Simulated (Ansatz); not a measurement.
`[AlH2][SiH2]BC[SiH3]`. Total charge 0; spin multiplicity 1. The structure was optimised at the PBE0-D4/def2-TZVP level. It is one conformer, not always the lowest.

```xyz
15

Al   -2.450   -2.005   -1.007
Si   -1.168   -0.938    0.800
B    -0.408    0.679   -0.090
C     0.996    0.704   -0.712
Si    2.133    1.362    0.659
H    -4.018   -1.792   -1.154
H    -1.692   -2.889   -2.090
H    -2.073   -0.634    1.946
H    -0.119   -1.902    1.253
H    -1.088    1.666   -0.152
H     1.124    1.406   -1.542
H     1.425   -0.270   -0.967
H     2.200    0.397    1.786
H     3.496    1.549    0.097
H     1.644    2.668    1.173
```

Question: What is the dipole moment at B3LYP/def2-TZVPP? (An estimate is asked.)

Answer: Ansatz gave: 0.90 D, with components (0.73, 0.15, -0.52) D in this frame, pointing from negative to positive charge.

Question: And with PBE, r2SCAN, ωB97M-V? (An estimate is asked.)

Answer: The calculation gave: PBE 0.95 D, r2SCAN 0.94 D, ωB97M-V 0.92 D.

Question: Give the Mulliken charges with B3LYP, r2SCAN, ωB97M-V in def2-TZVPP. (Estimate.)

Answer: Computed: 
```
atom  B3LYP  r2SCAN  ωB97M-V
 Al1   0.37    0.45     0.35
 Si2  -0.01   -0.01    -0.11
  B3  -0.05   -0.04    -0.13
  C4  -0.25   -0.22    -0.33
 Si5   0.25    0.26     0.16
  H6  -0.14   -0.16    -0.11
  H7  -0.14   -0.16    -0.11
  H8  -0.07   -0.07    -0.02
  H9  -0.07   -0.07    -0.02
 H10   0.05    0.02     0.11
 H11   0.12    0.10     0.14
 H12   0.12    0.09     0.14
 H13  -0.05   -0.06    -0.01
 H14  -0.06   -0.07    -0.02
 H15  -0.06   -0.06    -0.02
```

B3LYP here is the variant with VWN-RPA as its local correlation; programs differ in this.
